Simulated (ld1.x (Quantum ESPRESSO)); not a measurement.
# Before and after: ultrasoft potential for aluminium (Al)

Al (Z = 13), ultrasoft, made with ld1.x (Quantum ESPRESSO) 7.5 (LDA (PZ), scalar-relativistic). Core [Ne], reference 3s2 3p1. Waves: 3s (bound): rcut 1.55, rcutus 1.90 bohr; 3s channel at 0.1 Ry: rcut 1.55, rcutus 1.90 bohr; 3p (bound): rcut 1.80, rcutus 1.90 bohr; 3p channel at 3.9 Ry: rcut 1.80, rcutus 1.90 bohr. Local part: all-electron potential smoothed inside 1.75 bohr (lloc = -1). Core correction: none. Augmentation charge: built from norm-conserving waves at rcut, not smoothed further.

All-electron outer shells of the reference configuration (LDA (PZ), scalar-relativistic, ld1.x):

```csv
shell,level (eV),outermost node (bohr),outermost maximum (bohr)
2s,-107.50,0.17,0.50
2p,-69.71,–,0.43
3s,-7.84,0.80,2.06
3p,-2.79,0.82,2.64
```

Change: wave 3p channel at 3.9 Ry: rcut 1.80, rcutus 1.90 bohr becomes 3p channel at -0.06 Ry: rcut 1.80, rcutus 1.90 bohr.

Cutoffs: the cutoffs (Ry, on a coarse ladder) from which the occupation-weighted sum of valence levels, in a spherical-Bessel basis at the reference potential, stays within 10 and 1 mRy of its value at 400 Ry; they do not see the model core or the augmentation charge, which bear on the density cutoff. Errors are all-electron minus pseudo energies relative to the spin-unpolarised reference configuration.

Task: Predict the effect on cutoff, ghosts and configuration errors.

Result: The potential gets softer (8 Ry and 18 Ry → 8 Ry and 12 Ry); the errors of the 9 common tests hardly move; the range in which the p phases agree widens (upper end 2.8 → at the end of the scan); neither file shows a bound ghost.

| quantity | base | changed |
| --- | --- | --- |
| cutoff, loose | 8 Ry | 8 Ry |
| cutoff, tight | 18 Ry | 12 Ry |
| bound ghosts | none | none |
| error for 3s2 3p0, meV [ΔE 5.85 eV] | +2.3 | +2.3 |
| error for 3s1 3p0, meV [ΔE 25.22 eV] | +79 | +79 |
| error for 3s2 3p0.5, meV [ΔE 2.13 eV] | +0.1 | +0.2 |
| error for 3s0 3p3, meV [ΔE 10.51 eV] | +33 | +34 |
| error for 3s1 3p2, meV [ΔE 5.16 eV] | +7.1 | +7.3 |
| error for 3s1 3p1, meV [ΔE 11.67 eV] | +17 | +18 |
| error for 3s2 3p1.3, meV [ΔE -0.60 eV] | 0.0 | +0.1 |
| error for 3s2 3p1 (spin-polarised), meV [ΔE -0.14 eV] | +6.5 | +6.5 |
| error for 3s1 3p0 (spin-polarised), meV [ΔE 24.80 eV] | +212 | +212 |
| s: phases at 2.05 bohr within 0.05 rad from the reference energy up to (Ry; the scan ends near 5) | to the end of the scan | to the end of the scan |
| p: phases at 2.05 bohr within 0.05 rad from the reference energy up to (Ry; the scan ends near 5) | 2.8 | to the end of the scan |
| lowest overlap eigenvalue by channel | s 0.30, p 0.84 | s 0.30, p 0.21 |
